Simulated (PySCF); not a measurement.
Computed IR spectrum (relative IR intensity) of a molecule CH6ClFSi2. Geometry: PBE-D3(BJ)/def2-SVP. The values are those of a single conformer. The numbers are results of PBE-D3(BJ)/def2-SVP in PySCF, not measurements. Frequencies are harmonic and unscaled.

Lines under 2 % of the strongest are left out, and lines within 2 cm⁻¹ are merged.

ν (cm⁻¹): 272 (vw), 466 (vw), 512 (m), 636 (m), 661 (w), 720 (m), 744 (m), 774 (m), 836 (m), 838 (s), 880 (vs), 923 (m), 930 (vs), 979 (w), 1036 (s), 1323 (vw), 2177 (s), 2183 (w), 2188 (s), 2205 (s) (against the strongest line: vs over 80 %, s over 45 %, m over 15 %, w over 4 %, vw less)

Task: Pick the molecule that these values belong to.
A) F[SiH2]C[SiH2]Cl
B) C[Si@@](F)([SiH3])Cl
C) C[Si@@H](Cl)[SiH2]F
D) FC[Si@H]([SiH3])Cl

Result: A, F[SiH2]C[SiH2]Cl
